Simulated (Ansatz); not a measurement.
Consider the cleavage of the Si–Si bond: `[SiH3][SiH]([SiH3])[SiH3]` + `[OH][Ga]([OH])[F]` → `[OH][Ga]([F])[O][SiH3]` + trisilane.

Calculated with Ansatz (gas phase, PBE0-D4/def2-TZVP geometries, no zero-point term in ΔE). CBS: MP2 limit from def2 TZ/QZ plus the TZ coupled-cluster correction, frozen cores. DFT in def2-TZVPP. For Ga outer-core shells are correlated without core-valence functions, which leaves a few kJ/mol of doubt a bond. Scalar relativity is left out up to krypton. Each species was taken in one conformer, which may not be the lowest.

`[SiH3][SiH]([SiH3])[SiH3]`:

```xyz
14

Si   -0.281   -2.109   -0.586
Si   -0.146   -0.127    0.646
Si   -1.673    1.426   -0.201
Si    2.020    0.740    0.496
H     0.687   -3.117   -0.075
H    -1.652   -2.684   -0.514
H     0.040   -1.822   -2.010
H    -0.468   -0.409    2.076
H    -1.348    1.704   -1.626
H    -1.605    2.704    0.560
H    -3.062    0.898   -0.124
H     2.133    2.015    1.256
H     2.341    1.009   -0.932
H     3.015   -0.227    1.033
```

`[OH][Ga]([OH])[F]`:

```xyz
6

O    -0.410   -0.015   -1.449
Ga   -0.181    0.053    0.304
O     1.380   -0.191    1.084
F    -1.558    0.376    1.322
H    -1.319    0.140   -1.719
H     2.088   -0.363    0.459
```

`[OH][Ga]([F])[O][SiH3]`:

```xyz
9

O    -2.448   -0.801    1.353
Ga   -1.050    0.107    0.789
F    -0.790    1.734    1.372
O     0.094   -0.576   -0.344
Si    1.478   -0.134   -1.106
H    -2.989   -0.304    1.971
H     1.255    1.076   -1.942
H     1.899   -1.261   -1.973
H     2.551    0.159   -0.119
```

`[SiH3][SiH2][SiH3]`:

```xyz
11

Si    1.390   -0.122   -1.365
Si    0.022    0.959    0.194
Si   -1.406   -0.580    1.223
H     2.309    0.838   -2.033
H     0.550   -0.780   -2.401
H     2.203   -1.165   -0.683
H    -0.784    2.008   -0.492
H     0.867    1.624    1.225
H    -0.605   -1.625    1.916
H    -2.257   -1.241    0.197
H    -2.289    0.084    2.219
```

(1) Is it downhill or uphill in electronic energy at CCSD(T)/CBS, and by how much? (Estimate.)

(2) What do these levels give: B97M-V, BLYP, LC-ωPBE, HF/def2-SVP, CCSD/def2-SVP, CCSD(T)/def2-TZVPP? (Best estimate.)

(3) What do rigid-rotor, harmonic-oscillator terms from PBE0-D4/def2-TZVP frequencies (298.15 K, 1 bar) make of the CCSD(T)/CBS value? (Best estimate.)

Largest T1 diagnostic among the species: 0.014.

Answers

(1) Computed: Downhill: ΔE = -83.6 kJ/mol.

(2) Ansatz gave: B97M-V -79.3, BLYP -84.0, LC-ωPBE -78.9, HF/def2-SVP -108.3, CCSD/def2-SVP -83.8, CCSD(T)/def2-TZVPP -85.4 kJ/mol.

(3) Ansatz gave: ΔZPE = -3.8 kJ/mol, ΔH = -88.1 kJ/mol, ΔS = 11 J/(mol·K), ΔG = -91.2 kJ/mol. Modes under 50 cm⁻¹ make the entropy rough.

In def2-TZVPP, CCSD(T) changes the Hartree–Fock value by +34.3 kJ/mol (the triples alone add +5.2 kJ/mol) and MP2 by +31.0 kJ/mol. From BLYP to BHLYP (50 % exact exchange), in def2-TZVPP and without D4, ΔE moves by −17.9 kJ/mol.
